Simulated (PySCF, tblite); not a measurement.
Isomers of C6H11F2NSi, one GFN2-xTB conformer each. Single-point energies are computed at PBE0/pcSseg-1 (PySCF, gas phase, no added dispersion term), electronic only.

```tsv
SMILES	GFN2-xTB relative energy (kcal/mol)
C=C[Si@@H]1NCC[C@@H]1C(F)F	0.0
FC(F)[C@@]1(N2CC2)CC[SiH2]1	19.2
C=C[Si@@H]1NCC[C@H]1C(F)F	0.4
```

Conformers: `[CH2:1]=[CH:2][Si@@H:3]1[NH:4][CH2:5][CH2:6][C@@H:7]1[CH:8]([F:9])[F:10]` with C1–C2–Si3–N4 18°, C6–C7–C8–F9 -175°, C2–Si3–N4–C5 -127°, Si3–N4–C5–C6 33°, N4–C5–C6–C7 -43°, C5–C6–C7–C8 157°; `[F:1][CH:2]([F:3])[C@@:4]1([N:5]2[CH2:6][CH2:7]2)[CH2:8][CH2:9][SiH2:10]1` with F1–C2–C4–N5 64°, C2–C4–N5–C6 167°, C4–N5–C6–C7 -112°, C2–C4–C8–C9 102°, C4–C8–C9–Si10 11°, C8–C9–Si10–C4 -9°; `[CH2:1]=[CH:2][Si@@H:3]1[NH:4][CH2:5][CH2:6][C@H:7]1[CH:8]([F:9])[F:10]` with C1–C2–Si3–N4 -124°, C6–C7–C8–F9 64°, C2–Si3–N4–C5 -117°, Si3–N4–C5–C6 -21°, N4–C5–C6–C7 40°, C5–C6–C7–C8 -163°.

Q: What does PBE0/pcSseg-1 give for the same structures?

A: 
```
                     SMILES  PBE0/pcSseg-1 E (Eh)  PBE0/pcSseg-1 (kcal/mol)  GFN2-xTB (kcal/mol)  point group
 C=C[Si@@H]1NCC[C@@H]1C(F)F            -778.48421                       0.0                  0.0           C1
  C=C[Si@@H]1NCC[C@H]1C(F)F            -778.48247                       1.1                  0.4           C1
FC(F)[C@@]1(N2CC2)CC[SiH2]1            -778.40134                      52.0                 19.2           C1
```

Both levels put the same isomer lowest; measured from each level's own lowest isomer, the values differ by up to 32.8 kcal/mol (FC(F)[C@@]1(N2CC2)CC[SiH2]1: 19.2 against 52.0). As drawn, the lowest has an N–H bond and a C=C bond outside aromatic rings, which the highest lacks; the highest has a three-membered ring and a four-membered ring, which the lowest lacks. Neighbours under 2.5 kcal/mol apart (C=C[Si@@H]1NCC[C@@H]1C(F)F and C=C[Si@@H]1NCC[C@H]1C(F)F) can change places with a better method, another conformer or zero-point energy. C=C[Si@@H]1NCC[C@@H]1C(F)F and C=C[Si@@H]1NCC[C@H]1C(F)F are stereoisomers, 1.1 kcal/mol apart in the conformers taken.

Q: Which frontier levels, dipoles and rotational constants go with these structures?

A: 
| SMILES | HOMO (eV, PBE0/pcSseg-1) | LUMO (eV) | dipole (D) | A, B, C (MHz) |
| --- | --- | --- | --- | --- |
| C=C[Si@@H]1NCC[C@@H]1C(F)F | -6.92 | -0.61 | 3.14 | 1396, 962.7, 693.8 |
| C=C[Si@@H]1NCC[C@H]1C(F)F | -6.58 | -0.38 | 2.82 | 1246, 1038, 653.2 |
| FC(F)[C@@]1(N2CC2)CC[SiH2]1 | -6.74 | 0.23 | 2.93 | 1397, 1106, 849.1 |

Q: What happens when harmonic zero-point energies from GFN2-xTB frequencies are added?

A: 
```json
{"SMILES": "C=C[Si@@H]1NCC[C@@H]1C(F)F", "ZPE (kcal/mol)": "101.1", "electronic (kcal/mol)": "0.0", "with ZPE (kcal/mol)": "0.0"}
{"SMILES": "C=C[Si@@H]1NCC[C@H]1C(F)F", "ZPE (kcal/mol)": "100.9", "electronic (kcal/mol)": "1.1", "with ZPE (kcal/mol)": "0.9"}
{"SMILES": "FC(F)[C@@]1(N2CC2)CC[SiH2]1", "ZPE (kcal/mol)": "99.6", "electronic (kcal/mol)": "52.0", "with ZPE (kcal/mol)": "50.5"}
```

The zero-point energies span 1.5 kcal/mol. The order is unchanged.
